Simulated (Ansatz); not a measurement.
A search over several starts for the lowest SCF solution of CH6GeO⁺, that is Ge(OMe)H3 with one electron fewer at the given spin, in a small basis.

```yaml
crystal:
  periodic: [false, false, false]
  atoms:
    - {symbol: Ge, position_ang: [-0.381083, 0.612565, -1.167426]}
    - {symbol: O, position_ang: [-0.341736, 0.558251, 0.635031]}
    - {symbol: C, position_ang: [0.339314, -0.544516, 1.222116]}
    - {symbol: H, position_ang: [-0.117243, -1.514155, 0.946983]}
    - {symbol: H, position_ang: [0.274468, -0.433219, 2.314724]}
    - {symbol: H, position_ang: [1.409306, -0.574003, 0.941787]}
    - {symbol: H, position_ang: [1.075916, 0.662092, -1.703300]}
    - {symbol: H, position_ang: [-1.168052, 1.896694, -1.493566]}
    - {symbol: H, position_ang: [-1.090888, -0.663709, -1.696338]}
basis:
  gaussian: {orbitals: def2-SVP}
total_charge: 1
magnetization: {spin_polarized: true, initial_magnetization: 1}
hamiltonian: {xc: pbe0, dispersion: d4}
output: {orbitals: {seedname: orbitals}}
```

```sh
$ ansatz run in.yaml --threads 4 --pin off --events-out ev --progress --plain --max-ram 3916MiB
```

Shortened log:

```
Functional definition: PBE0
898 factors; integrals over basis functions are off by at most 1.6e-3 eV
mean field evaluation 1: about -59654.3908 eV, gradient 5.5e1 eV
mean field evaluation 2: about -59512.2397 eV, gradient 1.5e2 eV
mean field evaluation 4: about -59667.9596 eV, gradient 2.0e1 eV
mean field evaluation 8: about -59669.5744 eV, gradient 5.4e-1 eV
mean field evaluation 16: about -59669.7103 eV, gradient 1.9e-3 eV
mean field -59669.71034283 eV, -2192.8214095166 hartree, gradient 5.2e-5 eV, S^2 0.756425; 2 other end points of the search recorded, 0 dependent functions left out
reference -59669.71036733 eV, -2192.8214104172 hartree; 26, 25 occupied and 64, 65 virtual orbitals, 898 factors
Total energy: -59669.79937105 eV, -2192.8246812434 hartree
```

Run time 2 s (4 threads of Arm Neoverse V1 on a shared host).
